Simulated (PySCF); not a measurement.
# Exercise with solution: refractive index and permittivity of the vapour

SiBr2Cl, SMILES Cl[Si](Br)Br, multiplicity 2.

Geometry optimised at B3LYP-D3(BJ)/def2-SVP.

PBE/def2-TZVP in PySCF gives a mean static polarisability of 81.2 bohr³ and a dipole moment of 0.45 D. Take an ideal gas at 298.15 K and 1 bar, whether or not the substance is that volatile.

### Question
Work out n − 1 in the optical limit and the static ε − 1.

### Answer

Polarisability volume α' = 81.2 × 0.148185 = 12.03 Å³. Number density N = p/kT = 2.43e-5 Å⁻³.
Dilute limit of Lorentz–Lorenz: n − 1 = 2π N α' = 0.0018.
Orientation term of Debye: μ²/(3kT) = 8.098 Å³ × μ²(D²) = 1.64 Å³.
ε − 1 = 4π N (α' + μ²/3kT) = 0.0042. Orientation of the dipole supplies 12 % of the static response; it can't follow optical fields. Vibrational polarisation and dispersion are left out.
